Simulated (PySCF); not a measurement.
# `CC(=O)[C@@H](F)[SiH2][SiH2][SiH3]`, C3H11FOSi3

Cartesian coordinates in Å; atom numbers follow the order of the lines, from 1:
```xyz
19

C    -2.4598    0.9517   -0.5946
C    -1.3628    0.4127    0.2727
O    -0.4089    1.0823    0.6322
C    -1.4136   -1.0212    0.6171
F    -2.5400   -1.6475    0.1244
Si    0.2378   -1.7941   -0.0788
Si    1.8999   -0.4252    0.7868
Si    2.5723    1.3996   -0.4748
H    -2.5031    0.3707   -1.5146
H    -2.2867    2.0002   -0.8209
H    -3.4166    0.8282   -0.0897
H    -1.4241   -1.1571    1.7005
H     0.0740   -3.2097    0.2738
H     0.0327   -1.7484   -1.5350
H     1.6034   -0.1316    2.1958
H     3.0691   -1.3346    0.8874
H     3.0922    0.9266   -1.7675
H     1.5438    2.3867   -0.7835
H     3.6806    2.1199    0.1612
```

Computed with PySCF, GIAO wB97X-D/pcSseg-1 magnetisability, rotational g tensor and spin-rotation constants, non-relativistic, gas phase. Geometry: GFN2-xTB.

Q: How diamagnetic is it, and how anisotropic?

A: Isotropic -1566 × 10⁻³⁰ J/T², or -94.3 × 10⁻⁶ cm³/mol; principal values -1689, -1555, -1453 × 10⁻³⁰ J/T², anisotropy 206 × 10⁻³⁰ J/T² (root of half the summed squared differences of the principal values). The susceptibility is in cgs units.

Q: Split it along the inertial axes a, b, c into diamagnetic and paramagnetic parts about the centre of mass, with the quadrupole moment.

A: 
```tsv
axis	χ (10⁻⁶ cm³/mol)	diamagnetic (10⁻⁶ cm³/mol)	paramagnetic (10⁻⁶ cm³/mol)	summed x² of all electrons (Å²)	quadrupole Θ (D Å)
a	-92.2	-839.6	747.4	361.1	-4.81
b	-94.0	-1735.2	1641.2	150.0	+2.35
c	-96.7	-2168.6	2071.9	47.9	+2.46
```
Anisotropies 2χaa − χbb − χcc = +6.4 and 2χbb − χaa − χcc = +0.9 × 10⁻⁶ cm³/mol. Θ is traceless in Buckingham's convention.

Q: And the rotational g tensor?

A: 
```
axis  rotational constant (GHz)        g  nuclear part  electronic part
   a                     1.7871  -0.0315        0.5960          -0.6275
   b                     0.7353  -0.0138        0.5531          -0.5669
   c                     0.5802  -0.0101        0.5546          -0.5647
```
Asymmetric top; isotopes 12C, 19F, 1H, 16O, 28Si; no vibrational averaging.
